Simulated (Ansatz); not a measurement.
The same ligand exchange along the group O, S, Te.

Program: Ansatz. Geometries: PBE0-D4/def2-TZVP. ΔE: electronic, gas phase. CBS: MP2 limit from def2 TZ/QZ plus the TZ coupled-cluster correction, frozen cores. DFT in def2-TZVPP. Elements past krypton have def2 core potentials. For As, Ge, Te outer-core shells are correlated without core-valence functions, which leaves a few kJ/mol of doubt a bond. Scalar relativity is left out up to krypton. One conformer a species, not always the lowest.

```
                                        reaction  CCSD/CBS(def2) (eV)  B2PLYP (eV)  PBE-D4 (eV)  CCSD(T)/CBS(def2) (eV)
     `[OH][GeH3]` + `N[AsH2]` → `N[AsH]O` + GeH₄                 0.11         0.07         0.00                    0.08
     `[SH][GeH3]` + `N[AsH2]` → `N[AsH]S` + GeH₄                 0.12         0.09         0.02                    0.10
`[GeH3][TeH]` + `N[AsH2]` → `N[AsH][TeH]` + GeH₄                 0.00        -0.04        -0.13                   -0.03
```

Largest T1 diagnostic: 0.012, for `N[AsH]O`.
